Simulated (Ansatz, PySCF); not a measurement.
Species: GaF3, charge 0, singlet. GaF3 (SMILES [F][Ga]([F])[F]).
B3LYP-D3(BJ)/def2-TZVP minimum from Ansatz (a first-principles code):
```
Ga
F 1 1.7337
F 1 1.7337 2 120.00
F 1 1.7337 2 120.00 3 -180.00
```

Atomisation energy term by term, kcal/mol (programs: Ansatz). Open shells are spin-unrestricted; no spin-orbit coupling. Cores are frozen in correlated methods (noble-gas shells, and filled d and f shells in the p block). No relativity. CBS(X,Y): correlation extrapolated as X^-3, Hartree-Fock from the larger set (Q,5: extrapolated as (X+1)exp(-9√X)). A bracket is a step between two methods taken in the basis named. For partners of very few electrons the exact lower level stands in for a higher one.

```csv
term,basis,kcal/mol
Hartree-Fock,"CBS(cc-pVQZ,cc-pV5Z)",234.55
CCSD correlation,"CBS(cc-pVQZ,cc-pV5Z)",106.36
(T),"CBS(cc-pVQZ,cc-pV5Z)",9.65
CCSDT(Q) - CCSD(T),cc-pVDZ,0.93
minus zero-point energy,Hessian by PySCF at B3LYP-D3(BJ)/def2-TZVP,-3.86
sum: D0,,347.6
```
